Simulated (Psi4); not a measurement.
vinyl chloride (C₂H₃Cl), singlet, at a GFN2-xTB geometry; MP2/STO-3G (Psi4 1.11).

Input for Psi4:
```
memory 2 GB

molecule {
0 1
C    -0.00166171    0.75402237   -0.00088725
C     1.28837330    1.02145870   -0.01345388
Cl   -0.62447944   -0.84989830    0.00694605
H    -0.77301421    1.50855401    0.00553160
H     2.03491225    0.24685501   -0.01961314
H     1.63398290    2.03997571   -0.01795455
}

set {
  basis sto-3g
  freeze_core true
  mp2_type conv
  scf_type pk
  puream true
  d_convergence 1e-8
}

energy('mp2')
print_variables()
```

What the program printed (banner, timings and long lists left out):

```
   => Loading Basis Set <=

    Name: STO-3G
    Role: ORBITAL
    Keyword: BASIS

         ---------------------------------------------------------
                                   SCF
               by Justin Turney, Rob Parrish, Andy Simmonett
                          and Daniel G. A. Smith
                              RHF Reference
         ---------------------------------------------------------

  ==> Geometry <==

    Molecular point group: c1
    Full point group: C1

    Geometry (in Angstrom), charge = 0, multiplicity = 1:

       Center              X                  Y                   Z               Mass
    ------------   -----------------  -----------------  -----------------  -----------------
         C            0.054446025961     0.828049463900    -0.001508537619    12.000000000000
         C            1.344481035961     1.095485793900    -0.014075167619    12.000000000000
         CL          -0.568371704039    -0.775871206100     0.006324762381    34.968852682000
         H           -0.716906474039     1.582581103900     0.004910312381     1.007825032230
         H            2.091019985961     0.320882103900    -0.020234427619     1.007825032230
         H            1.690090635961     2.114002803900    -0.018575837619     1.007825032230

  Running in c1 symmetry.

  Rotational constants: A =      1.93486  B =      0.20327  C =      0.18395 [cm^-1]
  Rotational constants: A =  58005.54223  B =   6094.01587  C =   5514.65104 [MHz]
  Nuclear repulsion =   89.443857362458019

  Charge       = 0
  Multiplicity = 1
  Electrons    = 32
  Nalpha       = 16
  Nbeta        = 16

  ==> Algorithm <==

  SCF Algorithm Type is PK.
  DIIS enabled.
  MOM disabled.
  Fractional occupation disabled.
  Guess Type is SAD.
  Energy threshold   = 1.00e-08
  Density threshold  = 1.00e-08
  Integral threshold = 1.00e-12

  ==> Primary Basis <==

  Basis Set: STO-3G
    Blend: STO-3G
    Number of shells: 14
    Number of basis functions: 22
    Number of Cartesian functions: 22
    Spherical Harmonics?: true
    Max angular momentum: 1

  ==> Integral Setup <==

  Using in-core PK algorithm.
   Calculation information:
      Number of atoms:                   6
      Number of AO shells:              14
      Number of primitives:             42
      Number of atomic orbitals:        22
      Number of basis functions:        22

      Integral cutoff                 1.00e-12
      Number of threads:                 1

  Performing in-core PK
[...]
  @RHF Final Energy:  -531.07628565470725
    Total Energy =                       -531.0762856547072488
  DIE_IF_NOT_CONVERGED          => (empty)
[...]
  WRITER_FILE_LABEL             => (empty)
  ZORA_BASIS_TOLERANCE          => (empty)
  ZORA_NR_DEBUG                 => (empty)
  ZORA_PRUNING_SCHEME           => (empty)
  ZORA_RADIAL_POINTS            => (empty)
  ZORA_SPHERICAL_POINTS         => (empty)

 ==============================================================================
 ==============================================================================
 ==============================================================================

                             MP2
                    Program Written by Ugur Bozkaya,
              Additional Contributions by J. P. Misiewicz

 ==============================================================================
 ==============================================================================
 ==============================================================================

	MO spaces per irreps...

	IRREP   FC    OCC   VIR  FV
	==============================
	   A     7     9     6    0
	==============================

	Cost of iabc is      0 MB
	Cost of abcd is      0 MB
	Switching to the incore algorithm for iabc..
	Switching to the incore algorithm for abcd..

	Computing MP2 energy using SCF MOs (Canonical MP2)...
	==============================================================================
	Nuclear Repulsion Energy (a.u.)    :    89.44385736245802
	SCF Energy (a.u.)                  :  -531.07628565470725
	REF Energy (a.u.)                  :  -531.07628565470725
	Alpha-Alpha Contribution (a.u.)    :    -0.00917783624964
	Alpha-Beta Contribution (a.u.)     :    -0.10832596733199
	Beta-Beta Contribution (a.u.)      :    -0.00917783624964
	Scaled_SS Correlation Energy (a.u.):    -0.00611855749976
	Scaled_OS Correlation Energy (a.u.):    -0.12999116079839
	SCS-MP2 Total Energy (a.u.)        :  -531.21239537300539
	SOS-MP2 Total Energy (a.u.)        :  -531.20627681550559
	SCSN-MP2 Total Energy (a.u.)       :  -531.10859163830594
	SCS-MP2-VDW Total Energy (a.u.)    :  -531.22412072914176
	SOS-PI-MP2 Total Energy (a.u.)     :  -531.22794200897204
	MP2 Correlation Energy (a.u.)      :    -0.12668163983126
	MP2 Total Energy (a.u.)            :  -531.20296729453855
	==============================================================================

  Variable Map:
  ----------------------------------------------------------------------------
[...]
  Array Variable Map:
  ----------------------------------------------------------------------------
[...]
[...]
```
